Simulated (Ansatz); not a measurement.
Abridged output of a molecular run in Ansatz:

```
Functional definition: HF
1145 factors; integrals over basis functions are off by at most 1.2e-3 eV
mean field evaluation 1: about -16306.7811 eV, gradient 3.5e1 eV
mean field evaluation 2: about -16306.9625 eV, gradient 3.5e1 eV
mean field evaluation 4: about -16309.6364 eV, gradient 3.6e0 eV
mean field evaluation 8: about -16309.6839 eV, gradient 2.3e-1 eV
mean field -16309.68412657 eV, -599.3698365503 hartree, gradient 1.3e-6 eV, S^2 0.000000; 0 other end points of the search recorded, 0 dependent functions left out
8 core orbitals not correlated: weight in the atoms' cores, before any rotation towards them, 1.000 or more for the frozen orbitals, at most 0.000 for the correlated occupied ones
reference -16309.68412657 eV, -599.3698365503 hartree; 12, 12 occupied and 171, 171 virtual orbitals, 1145 factors
second order -19.13144602 eV of doubles, -0.00000000 eV of singles
cycle   1  -19.61455461 eV  change   -4.8e-1 eV  update   9.0e-2
cycle   2  -20.05270438 eV  change   -4.4e-1 eV  update   2.6e-2
cycle   3  -20.15154985 eV  change   -9.9e-2 eV  update   1.4e-2
cycle   4  -20.14084980 eV  change    1.1e-2 eV  update   3.7e-3
cycle   5  -20.14065037 eV  change    2.0e-4 eV  update   1.8e-3
cycle   6  -20.14108431 eV  change   -4.3e-4 eV  update   5.0e-4
cycle   7  -20.14087074 eV  change    2.1e-4 eV  update   1.6e-4
cycle   8  -20.14086789 eV  change    2.8e-6 eV  update   4.8e-5
cycle   9  -20.14088367 eV  change   -1.6e-5 eV  update   1.5e-5
perturbative correction -0.79642133 eV, -0.0292679442 hartree
Total energy: -16330.62143157 eV, -600.1392683175 hartree
```

Its atoms:

```xyz
8

O    -0.055   -1.708    0.016
B     0.624   -0.566   -0.160
C    -0.051    0.847    0.012
Cl   -1.782    0.735    0.457
H    -0.978   -1.534    0.253
H     1.783   -0.635   -0.458
H     0.011    1.430   -0.910
H     0.447    1.431    0.790
```

Task: Which basis set was used?
A. cc-pV(D+d)Z
B. def2-QZVPP
C. def2-TZVPP
D. cc-pV(Q+d)Z

Result: C. It gives 191 functions.

Task: Write the keys of the input that set method, charge and spin (a neutral closed shell needs none for the last two).

Result: 
```yaml
correlation: {method: ccsd_t}
```
